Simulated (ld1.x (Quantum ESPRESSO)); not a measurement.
Building the TM potential for C (PBE, scalar-relativistic).

The input file (ld1.x (Quantum ESPRESSO) 7.5):

```
&input
   title='C', zed=6., rel=1, dft='PBE', iswitch=3,
   config='[He] 2s1.5 2p2.5 3d-2',
   nld=3, rlderiv=1.95, eminld=-3.0, emaxld=5.0, deld=0.02
 /
 &inputp
   pseudotype=2, tm=.true., lloc=-2, rcloc=1.50,
   nlcc=.false.,
   file_pseudopw='C.UPF', file_wfcaegen='ae.wfc', file_wfcncgen='nc.wfc', file_beta='beta', file_chi='chi'
 /
3
2S  1  0   1.50   0.00  0.95  0.95  0.0
2P  2  1   2.50   0.00  1.80  1.80  0.0
3D  3  2  -2.00   0.25  1.40  1.40  0.0
 &test
   configts(1)='2s1.5 2p2.5'
 /
```

Command:

```bash
ld1.x < C.in > C.out
```

The program printed (shortened: banner, matrices, multipoles, cross overlaps and the repeated all-electron block are left out):

```
Program LD1 v.7.5
     --------------------------- All-electron run ----------------------------

     C
     scalar relativistic calculation

     atomic number is  6.00
     dft =PBE   lsd =0 sic =0 latt =0  beta=0.20 tr2=1.0E-14
     Exchange-correlation= PBE
                           (   1   4   3   4   0   0   0)
     mesh =1073 r(mesh) = 100.30751 a.u. xmin = -7.00 dx = 0.01250
     1 Ry =  13.60569312 eV, c = 137.03599908

     n l     nl                  e(Ry)          e(Ha)          e(eV)
     1 0     1S 1( 2.00)       -20.1295       -10.0648      -273.8760
     2 0     2S 1( 1.50)        -1.0278        -0.5139       -13.9839
     2 1     2P 1( 2.50)        -0.4047        -0.2023        -5.5058

     final scf error:  9.2E-15 reached in  24 iterations

     Etot =     -75.218608 Ry,     -37.609304 Ha,   -1023.401304 eV

     Ekin =      75.017789 Ry,      37.508894 Ha,    1020.669010 eV
     Encl =    -175.373815 Ry,     -87.686907 Ha,   -2386.082302 eV
     Eh   =      35.235637 Ry,      17.617819 Ha,     479.405267 eV
     Exc  =     -10.098220 Ry,      -5.049110 Ha,    -137.393279 eV

     normalization and overlap integrals

     s(1S/1S) =  1.000000  <r> =   0.2706  <r2> =    0.0992  r(max) =   0.1730
     s(2S/2S) =  1.000000  <r> =   1.5682  <r2> =    2.9768  r(max) =   1.2162
     s(2P/2P) =  1.000000  <r> =   1.7866  <r2> =    4.1863  r(max) =   1.2011

     ------------------------ End of All-electron run ------------------------

     --------------------- Generating NC pseudopotential ---------------------

      Generating local potential from pseudized AE potential:
      Matching radius rcloc =   1.5000
      Enforcing V''(0)=0 (lloc=-2)

      Local pseudo, rcloc= 1.504 Estimated cut-off energy=    13.42 Ry

      Wfc   2S  rcut= 0.959  Using Troullier-Martins method

      Wfc   2P  rcut= 1.792  Using Troullier-Martins method

      Wfc   3D  rcut= 1.395  Using Troullier-Martins method

     ------------------- End of pseudopotential generation -------------------

     Computing logarithmic derivative in   1.94354
     Computing logarithmic derivative in   1.94354
     Computing the partial wave expansion
     R is outside the sphere for l=    0 j= 0.00
     R is outside the sphere for l=    1 j= 0.00
     R is outside the sphere for l=    2 j= 0.00

     ---------------------- Testing the pseudopotential ----------------------

     C
     scalar relativistic calculation

     atomic number is  6.00   valence charge is  4.00
     dft =PBE   lsd =0 sic =0 latt =0  beta=0.20 tr2=1.0E-14
     mesh =1073 r(mesh) = 100.30751 xmin = -7.00 dx = 0.01250

     n l     nl             e AE (Ry)        e PS (Ry)    De AE-PS (Ry)
     1 0     2S   1( 1.50)       -1.02780       -1.02780        0.00001
     2 1     2P   1( 2.50)       -0.40467       -0.40467        0.00000

     eps = 5.6E-15  iter =  6

     Etot =     -75.218608 Ry,     -37.609304 Ha,   -1023.401304 eV
     Etotps =   -10.380997 Ry,      -5.190499 Ha,    -141.240661 eV

     Ekin =       6.925550 Ry,       3.462775 Ha,      94.226911 eV
     Encl =     -21.345853 Ry,     -10.672926 Ha,    -290.425119 eV
     Ehrt =       8.641312 Ry,       4.320656 Ha,     117.571041 eV
     Ecxc =      -2.798084 Ry,      -1.399042 Ha,     -38.069873 eV
     Epseu=      -1.803923 Ry,      -0.901961 Ha,     -24.543622 eV

     ---------------------- End of pseudopotential test ----------------------
```

Generation and configuration tests took about 0.86 s on one core of a shared server CPU.
